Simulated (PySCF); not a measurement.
Bond curve of CdIn

Set-up: basis Cd def2-SVP with ECP28, In def2-SVP with ECP28; scalar-relativistic core potentials; PySCF 2.14. Energies in eV from Cd + In in their ground configurations at the same level. State: ²Π (doublet), unpaired electrons π ↑.

All columns are PBE0. A positive dipole means Cd(−)In(+).

```csv
R (Å),E (eV),μ (D),Mulliken charge on Cd (basis-dependent),HOMO (eV),LUMO (eV),Mayer bond order,⟨S²⟩
2.643,-0.053,-0.65,0.04,-3.85,-2.33,1.06,0.75
2.766,-0.188,-0.66,0.04,-3.77,-2.26,0.94,0.75
2.889,-0.254,-0.66,0.04,-3.71,-2.19,0.83,0.75
2.981,-0.275,-0.66,0.04,-3.68,-2.15,0.75,0.75
3.073,-0.278,-0.66,0.04,-3.64,-2.11,0.68,0.75
3.165,-0.271,-0.66,0.03,-3.62,-2.07,0.60,0.75
3.288,-0.252,-0.65,0.03,-3.59,-2.07,0.51,0.75
3.442,-0.219,-0.63,0.03,-3.57,-2.08,0.42,0.75
3.626,-0.177,-0.59,0.02,-3.55,-2.07,0.32,0.75
3.872,-0.127,-0.51,0.02,-3.54,-2.06,0.21,0.75
```

A fit through these points gives, at Re = 3.054 Å, μ = -0.66 D and dμ/dR = 0.0219 D/Å; the reduced mass is 57.2 u.

How strong is the fundamental in the double-harmonic approximation, I = 42.26·(dμ/dR)²/μred km/mol?

I = 42.26·(0.0219)²/57.2 = 0.000354 km/mol at PBE0.

The bond is weak. Basis-set superposition, not corrected here, can be much of De in a small basis, most of all at correlated wavefunction levels. Functionals without a dispersion term scatter widely for such bonds, and LDA overbinds them. Spin–orbit coupling is left out, which matters for elements this heavy, above all for dissociation energies. The state is the lowest determinant that a PBE0 search found; another state may lie lower at other levels.
